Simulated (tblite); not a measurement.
Compound: C7H10FP.
SMILES with atom numbers: `[CH2:1]=[CH:2][CH2:3][P:4]1[CH2:5][CH:6]=[C:7]([F:8])[CH2:9]1` (hydrogens: H10, H11 on C1; H12 on C2; H13, H14 on C3; H15, H16 on C5; H17 on C6; H18, H19 on C9)

Structure used (GFN2-xTB), in Å, numbered top down from 1:
```xyz
19
C7H10FP angstrom
C     -2.557    1.254   -0.038
C     -2.273   -0.012   -0.288
C     -1.033   -0.469   -0.971
P      0.070   -1.404    0.228
C      1.623   -1.341   -0.826
C      2.214    0.017   -0.628
C      1.712    0.698    0.386
F      2.129    1.933    0.736
C      0.635    0.080    1.214
H     -3.459    1.547    0.470
H     -1.903    2.054   -0.347
H     -2.948   -0.797    0.029
H     -1.279   -1.175   -1.770
H     -0.478    0.375   -1.389
H      2.320   -2.116   -0.493
H      1.381   -1.546   -1.872
H      3.005    0.377   -1.265
H      1.028   -0.233    2.186
H     -0.197    0.765    1.395
```

All values are computed: GFN2-xTB (tblite) harmonic vibrations without scaling, gas phase. The method is semi-empirical: single wavenumbers can be off by several per cent or more. One conformer, not necessarily the lowest.

Harmonic wavenumbers (cm⁻¹): 47.2, 80.8, 106.3, 155.7, 240.1, 258.3, 288.6, 356.1, 414.1, 427.4, 454.5, 574.4, 586.7, 701.2, 728.9, 744.4, 769.3, 798.6, 831.3, 870.0, 894.4, 895.6, 954.4, 1017.8, 1021.9, 1056.3, 1064.3, 1090.6, 1135.2, 1168.1, 1186.1, 1197.2, 1209.6, 1261.2, 1287.2, 1405.9, 1422.5, 1430.3, 1439.5, 1706.0, 1733.9, 2925.2, 2934.8, 2937.7, 2946.8, 2957.1, 2960.9, 3056.2, 3093.5, 3115.1, 3126.1.

A = 1904, B = 1088, C = 822.7 MHz; mass 144.050 u (most abundant isotopes); point group C1, symmetry number 1.

What is the zero-point energy?

½Σν̃ = 32533 cm⁻¹ = 389.18 kJ/mol.

Give the ideal-gas entropy at 200 K and 1 bar in the rigid-rotor, harmonic-oscillator model (classical rotation).

Translation 162.54, rotation 118.97, vibration 72.06: S = 353.6 J/(mol K).

And Cp and H(200 K) − H(0)?

Cp = 115.72 J/(mol K), of which vibrations give 82.46 (their classical limit is 51 R = 424.0); H(200 K) − H(0) = 14.63 kJ/mol without the zero-point energy, 7.98 from vibrations.

What must be added to the electronic energy to get the Gibbs energy at 200 K and 1 bar?

ZPE + [H(200 K) − H(0)] − T·S = 389.18 + 14.63 − 70.71 = 333.10 kJ/mol.

Blend soft modes into free rotors: weight 1/[1 + (100 cm⁻¹/ν̃)⁴] for the oscillator and the rest for a rotor with moment μB/(μ + B), μ = h/(8π²ν), B = 10⁻⁴⁴ kg m². What vibrational entropy results?

67.03 J/(mol K) in place of 72.06, which changes −T·S at 200 K by +1.01 kJ/mol.

Which modes carry the vibrational entropy at 200 K?

47.2 cm⁻¹: 17.33; 80.8 cm⁻¹: 12.94; 106.3 cm⁻¹: 10.74; 155.7 cm⁻¹: 7.79; 240.1 cm⁻¹: 4.73; 258.3 cm⁻¹: 4.26 J/(mol K); the other 45 give 14.25 together.

Hindered rotation and anharmonicity are outside this model. Other conformers, if any are populated, would add a mixing term that is left out. The structure is chiral; the term R ln 2 for an equal mix with its mirror image is left out.
